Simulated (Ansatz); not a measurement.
Si$_{2}$H$_{6}$SO, closed shell: at the start structure of a reaction step.

The input file, in.yaml:

```yaml
crystal:
  periodic: [false, false, false]
  atoms:
    - {symbol: Si, position_ang: [0.245723, 0.665629, -0.201167]}
    - {symbol: S, position_ang: [1.601327, -0.311192, -1.538371]}
    - {symbol: O, position_ang: [-0.991507, 1.425029, -0.982693]}
    - {symbol: H, position_ang: [-1.493164, 0.904252, -1.612913]}
    - {symbol: H, position_ang: [0.939863, 1.761389, 0.516146]}
    - {symbol: Si, position_ang: [-0.474228, -1.038008, 1.241633]}
    - {symbol: H, position_ang: [2.077381, 0.824859, -2.077663]}
    - {symbol: H, position_ang: [0.668841, -1.557465, 2.038115]}
    - {symbol: H, position_ang: [-1.057524, -2.156111, 0.449826]}
    - {symbol: H, position_ang: [-1.516712, -0.518381, 2.166988]}
basis:
  gaussian: {orbitals: def2-SVP}
correlation: {method: ccsd_t}
```

Command:

```bash
ansatz run in.yaml --threads 4 --pin off --events-out ev --progress --plain --max-ram 9574MiB
```

Output of Ansatz 0.2.0:

```
Functional definition: HF
  name "HF"
  cite "Fock, Z. Phys. 61, 126 (1930) doi:10.1007/BF01340294"
  parent pbe
  exchange = exact_x
  correlation = 0
933 factors; integrals over basis functions are off by at most 1.1e-3 eV
mean field evaluation 1: about -28662.9302 eV, gradient 3.4e1 eV
mean field evaluation 2: about -28662.9327 eV, gradient 3.4e1 eV
mean field evaluation 4: about -28665.7451 eV, gradient 3.1e0 eV
mean field evaluation 8: about -28665.7909 eV, gradient 1.4e-4 eV
mean field evaluation 16: about -28665.7878 eV, gradient 1.6e-1 eV
mean field -28665.79094045 eV, -1053.4483866905 hartree, gradient 1.7e-6 eV, S^2 0.000000; 0 other end points of the search recorded, 0 dependent functions left out
16 core orbitals not correlated: weight in the atoms' cores, before any rotation towards them, 1.000 or more for the frozen orbitals, at most 0.000 for the correlated occupied ones
reference -28665.79094045 eV, -1053.4483866905 hartree; 13, 13 occupied and 69, 69 virtual orbitals, 933 factors
second order -14.08731411 eV of doubles, -0.00000000 eV of singles
cycle   1  -15.11323402 eV  change    -1.0e0 eV  update   9.4e-2
cycle   2  -15.56857659 eV  change   -4.6e-1 eV  update   2.9e-2
cycle   3  -15.65512623 eV  change   -8.7e-2 eV  update   1.4e-2
cycle   4  -15.65203299 eV  change    3.1e-3 eV  update   3.3e-3
cycle   5  -15.65080848 eV  change    1.2e-3 eV  update   1.2e-3
cycle   6  -15.65065821 eV  change    1.5e-4 eV  update   3.9e-4
cycle   7  -15.65048560 eV  change    1.7e-4 eV  update   1.2e-4
cycle   8  -15.65047314 eV  change    1.2e-5 eV  update   4.3e-5
cycle   9  -15.65049013 eV  change   -1.7e-5 eV  update   1.6e-5
perturbative correction -0.39128981 eV, -0.0143796353 hartree
Total energy: -28681.83272039 eV, -1054.0379112298 hartree
```

The lines “mean field evaluation” count trial sets of orbitals through the whole run, from several starts and some on an approximate energy, so they need not fall steadily or lie above the final value.

Hardware: 4 CPU threads of an Arm Neoverse V2, shared host. Wall time about 1.8 s.
